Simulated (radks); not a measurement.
Values are calculated unless marked as measured or tabulated.
Trend from N4+ to Bi4+: ionisation energy by Delta-SCF between NIST ground configurations, and size. Level of theory: Dirac Kohn-Sham, PBEsol, spin-unpolarised, spherical densities, finite nucleus; Fermi nuclear charge, rms radius of each element as measured or else 0.836 A^(1/3) + 0.57 fm (a radial shooting solver on a logarithmic mesh with Libxc functionals).

species	configuration	IE (eV)	NIST (eV)	kind	-e(HOMO) (eV)	outermost	<r> outermost (bohr)	r at 0.001 e/bohr^3 (bohr)
N4+	[He] 2s1	96.525	97.890	exp.	87.222 (2s1/2)	2s1/2	1.06	2.16
P4+	[Ne] 3s1	64.638	65.025	exp.	58.297 (3s1/2)	3s1/2	1.60	2.76
As4+	[Ar] 3d10 4s1	63.240	62.8	exp.	56.868 (4s1/2)	4s1/2	1.67	2.83
Sb4+	[Kr] 4d10 5s1	55.311	55.0	semi-emp.	49.756 (5s1/2)	5s1/2	1.94	3.13
Bi4+	[Xe] 4f14 5d10 6s1	56.505	54.86	exp.	50.913 (6s1/2)	6s1/2	1.95	3.19

Reference values: NIST Atomic Spectra Database (exp. = measured, semi-emp. = semi-empirical, theory = theoretical value adopted there). Spin polarisation and multiplet splitting are left out, so open shells lie too high by an amount that depends on their filling.

Beside tabulated values, note that spin-unpolarised runs miss the spin-polarisation part of the exchange energy of open shells.
